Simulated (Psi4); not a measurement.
Pair of molecules: HCl (SMILES Cl) (first 2 atoms) with CO (SMILES [C-]#[O+]); geometry from B3LYP-D3(BJ)/def2-TZVP, rigid monomers moved along the line of their centres of mass till H2···C3 is 4.12 Å.
(charge 0, multiplicity 1):
```xyz
4

Cl    -0.03322     0.05095    -0.99541
H     -0.02209    -0.10406     0.28306
C      0.01273    -0.59908     4.36899
O      0.02240    -0.73376     5.48351
```

The numbers are results of SAPT0/jun-cc-pV(D+d)Z run with Psi4, not measurements.

**Question.** Give the four SAPT terms and the total, and say what mostly holds the pair together.

**Answer.** electrostatics -11.1, exchange 0.3, induction -0.8, dispersion -2.9, total -14.4 meV; the largest attraction is electrostatics.
